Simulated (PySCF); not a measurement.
Species: CH₄BF₂O, charge 1, multiplicity 1. It need not be the lowest isomer of its formula. 
Geometry from a B3LYP-D3(BJ)/def2-TZVP (Ansatz) optimisation:
```
O
H 1 0.9749
B 1 1.4422 2 117.47
F 3 1.2886 1 116.16 2 -179.92
F 3 1.2896 4 128.68 1 -180.00
C 1 1.5180 2 115.24 3 -179.82
H 6 1.0836 1 105.08 2 -179.50
H 6 1.0845 7 112.57 1 -114.91
H 6 1.0845 7 112.59 8 -130.12
```
Charge +1, spin multiplicity 1.

Dispersion corrections to the total energy (kcal/mol) from the dftd3 and dftd4 libraries through PySCF: D3(BJ) without and D4 with the three-body term, each with the damping fitted for the functional named.

```
functional  D3(BJ)     D4
----------  ------  -----
CAM-B3LYP      [?]  -2.03
PW6B95         [?]  -2.15
HF             [?]  -9.90
B2PLYP       -2.14  -1.72
revPBE       -7.65  -9.04
HSE06        -1.70  -1.88
BP86         -4.23  -3.18
```

### Question
What belongs in the gaps?

### Answer

- CAM-B3LYP, D3(BJ): -2.05
- PW6B95, D3(BJ): -1.26
- HF, D3(BJ): -24.16
